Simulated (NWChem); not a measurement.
The numbers come from NWChem runs, not from measurements. System: H$_{3}$BF$_{2}$O, charge 0, spin multiplicity 1, at a geometry optimised with B3LYP/def2-SVP. The structure started from a generated list of species. Level: MP2/def2-TZVP, 4 core orbitals frozen.

Job file:

```
start mol
memory heap 200 mb stack 800 mb global 1000 mb
geometry units angstroms nocenter noautoz
  B     -0.439763    -0.369066     0.000000
  H     -0.693623    -1.548447     0.000000
  F     -0.639316     0.334543     1.143393
  F     -0.639316     0.334543    -1.143393
  O      1.392001    -0.369535     0.000000
  H      1.632059     0.164145     0.776024
  H      1.632059     0.164145    -0.776024
  symmetry group Cs
end
basis spherical
  * library def2-tzvp
end
scf
  rhf
  nopen 0
  maxiter 100
  thresh 1e-7
  semidirect memsize 60000000 filesize 0
end
mp2
  freeze core 4
end
task mp2 energy
```

Part of the output:

```
             Northwest Computational Chemistry Package (NWChem) 7.3.0
             --------------------------------------------------------

                                NWChem Input Module
                                -------------------

 Scaling coordinates for geometry "geometry" by  1.889725989
 (inverse scale =  0.529177249)

 Turning off AUTOSYM since
 SYMMETRY directive was detected!

                             Geometry "geometry" -> ""
                             -------------------------

 Output coordinates in angstroms (scale by  1.889725989 to convert to a.u.)

  No.       Tag          Charge          X              Y              Z
 ---- ---------------- ---------- -------------- -------------- --------------
    1 B                    5.0000    -0.43976300    -0.36906600     0.00000000
    2 H                    1.0000    -0.69362300    -1.54844700     0.00000000
    3 F                    9.0000    -0.63931600     0.33454300     1.14339300
    4 F                    9.0000    -0.63931600     0.33454300    -1.14339300
    5 O                    8.0000     1.39200100    -0.36953500     0.00000000
    6 H                    1.0000     1.63205900     0.16414500     0.77602400
    7 H                    1.0000     1.63205900     0.16414500    -0.77602400

 Effective nuclear repulsion energy (a.u.)     124.0230847721

            Nuclear Dipole moment (a.u.)
            ----------------------------
        X                 Y               Z
 ---------------- ---------------- ----------------
     0.0000000000     0.0000132281     0.0000000000

      Symmetry information
      --------------------

 Group name             Cs
 Group number              2
 Group order               2
 No. of unique centers     5

      Symmetry unique atoms

     1    2    3    5    6


 Summary of "ao basis" -> "" (spherical)
 ------------------------------------------------------------------------------
       Tag                 Description            Shells   Functions and Types
 ---------------- ------------------------------  ------  ---------------------
 *                         def2-tzvp                  on all atoms
[...]
     1   1 0 0      1.426707      0.000000      0.000000
     1   0 1 0      0.229965      0.000000      0.000013
     1   0 0 1      0.000000      0.000000      0.000000

     2   2 0 0    -13.662139      0.000000    105.823802
     2   1 1 0      2.430406      0.000000    -19.796646
     2   1 0 1     -0.000000      0.000000      0.000000
     2   0 2 0    -17.823357      0.000000     22.282067
     2   0 1 1     -0.000000      0.000000      0.000000
     2   0 0 2    -17.720511      0.000000     88.336284

                   NWChem MP2 Semi-direct Energy/Gradient Module
                   ---------------------------------------------

  Basis functions       =    142
  Molecular orbitals    =    142
  Frozen core           =      4
  Frozen virtuals       =      0
  Active alpha occupied =     13
  Active beta occupied  =     13
  Active alpha virtual  =    125
  Active beta virtual   =    125
  Use MO symmetry       = T
  Use skeleton AO sym   = T

  AO/Fock/Back tols     =   1.0D-09  1.0D-09  1.0D-09

 GA uses MA = F    GA memory limited = T

 Available:
  local mem=  1.15D+08
 global mem=  1.31D+08
 local disk=  0.00D+00
  mp2_memr nvloc                   125
  nvloc new                   125
   1 passes of  13:        5242880                     122352                  54919877.
   1 passes of  13: M    114682627           G      131031672           F     109439747.

 Semi-direct pass number   1 of   1  for RHF alpha+beta  at        7.7s
  vrange nnbf                  9934
  mp2_eaftype                   209  avail_ma_in_mb                   999
 EAF : mp2_eaftype filesize         209   27459938.
  mp2_eaf for mointskh                    209
Node 0 wrote    129.1 Mb in      0.1 s     Agg I/O rate:  1993.6 Mb/s
 Done moints_semi at       16.8s
  mp2_eaftype                   209  avail_ma_in_mb                   790
 EAF : mp2_eaftype filesize         209   27459938.
  mp2_eaf for kh                   209
 Done maket at       17.7s
 Done multipass loop at       17.7s

          -------------------------------------------
          SCF energy                -300.427362677338
          Correlation energy          -0.857669878211
          Singlet pairs               -0.529531206105
          Triplet pairs               -0.328138672106
          Total MP2 energy          -301.285032555549
          -------------------------------------------

          ---------------------------------------------------
                    Spin Component Scaled (SCS) MP2
          Same spin pairs                     -0.218759114738
          Same spin scaling factor             0.333333333333
          Opposite spin pairs                 -0.638910763473
          Opposite spin scaling fact.          1.200000000000
          SCS-MP2 correlation energy          -0.839612621080
          Total SCS-MP2 energy              -301.266975298419
          ---------------------------------------------------

 -----------------------
 Performance information
 -----------------------

 Timer overhead =  2.42D-07 seconds/call

               Nr. of calls         CPU time (s)                 Wall time (s)                GFlops
             ---------------    -------------------     ------------------------------   -------------------
Name         Min   Avg   Max    Min     Avg     Max     Min     Avg     Max   Mx/calls   Min     Max     Sum
mp2: moin     1     1     1    9.1     9.1     9.1      9.1     9.1     9.1     9.1      0.0     0.0     0.0
mp2: make     1     1     1   0.87    0.87    0.87     0.87    0.87    0.87    0.87      0.0     0.0     0.0
mp2: tota     1     1     1    10.     10.     10.      10.     10.     10.     10.      0.0     0.0     0.0

 The average no. of pstat calls per process was 3.00D+00
 with a timing overhead of 7.26D-07s

 Task  times  cpu:       17.6s     wall:       17.6s

 Total times  cpu:       17.7s     wall:       17.7s
```
